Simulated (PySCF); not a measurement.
[AlF4]- (charge -1).
SMILES: `[F][Al-]([F])([F])[F]`

Method: PySCF 2.14.0, PBE0-D3(BJ)/def2-SVP geometry optimisation, gas phase.

Masses are those of the commonest isotopes; rigid-rotor values at the optimised geometry. 

(1) Give the principal moments of inertia and the rotational constants in MHz.

(2) What kind of rotor is it?

Results:

(1) Ia = 145.73, Ib = 145.78, Ic = 146.04 u·Å²; 505379 MHz·u·Å²/I gives A = 3468, B = 3467, C = 3461 MHz.

(2) A spherical top, as the point group Td requires three equal moments; the computed ones differ by 0.21 % because the geometry is symmetric only within the optimiser's tolerance.

The point group Td allows no dipole (computed: 0.01 D (about the centre of mass, as the species is charged)), so a rigid rotor has no electric-dipole lines.

Q: Estimate the classical rotational partition function at 10 K, 100 K and 200 K.

A: Point group Td, symmetry number σ = 12; q = (√π/σ)·√((kT/h)³/(ABC)), k/h = 20836.6 MHz/K: 68.9 at 10 K, 2180 at 100 K, 6160 at 200 K.

No frequency check. The geometry's basis has no diffuse functions, a weakness for an anion. No vibrational averaging or centrifugal distortion is included, and the geometry carries the error of its method.

Hardware: one thread, x86-64 server, on a shared host. Cost: 5.9 s. This is the geometry optimisation.
